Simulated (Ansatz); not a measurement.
`[SiH3][SiH]1CO1` + `BB[SiH2]F` → `B[SiH]1CO1` + `F[SiH2]B[SiH3]` at 500 K and 1 bar (redistribution).

Gas-phase electronic energies from Ansatz, PBE0-D4/def2-TZVP geometries. CCSD(T)/CBS adds triple-zeta CCSD(T) − MP2 to the extrapolated MP2 energy (def2 sets, frozen cores). One conformer a species, not always the lowest.

```csv
species,CCSD(T)/CBS energy (Eh),H − E (kJ/mol),S (J/(mol·K))
`[SiH3][SiH]1CO1`,-694.95910,211.9,391.3
`BB[SiH2]F`,-441.46272,177.7,388.3
`B[SiH]1CO1`,-430.04378,194.2,360.0
`F[SiH2]B[SiH3]`,-706.36214,195.3,424.1
```

H − E and S are ideal-gas, rigid-rotor, harmonic terms from PBE0-D4/def2-TZVP, for one conformer and one mirror image of each species. 1 Eh = 2625.50 kJ/mol, R = 8.31446 J/(mol·K).

Q: By hand: ΔE, ΔH, ΔS and ΔG.

A: ΔE = (-430.04378) + (-706.36214) − (-694.95910) − (-441.46272) = 0.01590 Eh = 41.7 kJ/mol. Δ(H − E) = 194.2 + 195.3 − 211.9 − 177.7 = -0.1, so ΔH = 41.6 kJ/mol. ΔS = 360.0 + 424.1 − 391.3 − 388.3 = 4.5 J/(mol·K). ΔG = 41.6 − 500 × (4.5)/1000 = 39.4 kJ/mol.

Q: By hand: the equilibrium constant, and the temperature at which ΔG would vanish if ΔH and ΔS stayed fixed.

A: log₁₀ K = −ΔG/(RT ln 10) = -4.1. ΔG = 0 at ΔH/ΔS = 9244 K, far beyond where these terms or the molecules hold.

The number of gas molecules stays the same, so ΔS is small and ΔH decides. A doubt of 5 kJ/mol in ΔE shifts log₁₀ K by 0.5 here. Other conformers and mirror images would add mixing entropy, several J/(mol·K) or more a flexible species. Modes under 60 cm⁻¹, often nearly free rotors, make the harmonic entropy too high. These are equilibria of isolated gas molecules and say nothing of rates. Largest T1 diagnostic: 0.018 (customary marks: 0.02 for closed shells, 0.045 for open ones).
